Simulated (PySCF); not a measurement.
**Dipole polarisabilities along group 8**

Calculated with PySCF 2.14 for the ground configurations, without spin-orbit coupling: coupled response for Hartree-Fock and DFT, finite fields for MP2 and CCSD(T), with Fe [Ar]; Ru 4s2 4p6; Os 5s2 5p6 frozen. Mean α in bohr³, C₆ of like pairs in atomic units.

```
                                                 species  α UHF  α PBE  α PBE0  α MP2  α CCSD(T)  α recommended (Schwerdtfeger and Nagle)  C₆ UHF  C₆ PBE  C₆ PBE0
         Fe [Ar] 3d6 4s2 (aug-cc-pVDZ-DK, spin-free X2C)  81.72  61.14   64.54  43.53      61.01                                   62 ± 4   773.5   541.5    581.6
     Ru [Kr] 4d7 5s1 (aug-cc-pVDZ-PP with ECP28MDF, ECP)  92.67  56.80   61.33  56.53      68.09                                  72 ± 10   864.1   501.3    544.6
Os [Xe] 4f14 5d6 6s2 (aug-cc-pVDZ-PP with ECP60MDF, ECP)  75.88  53.42   56.97  36.36      55.99                                   57 ± 3   854.7   581.0    631.1
```

Hartree-Fock lacks correlation. MP2 and CCSD(T) carry the error of the frozen core. All values carry a basis error, and heavy open shells lack spin-orbit coupling.
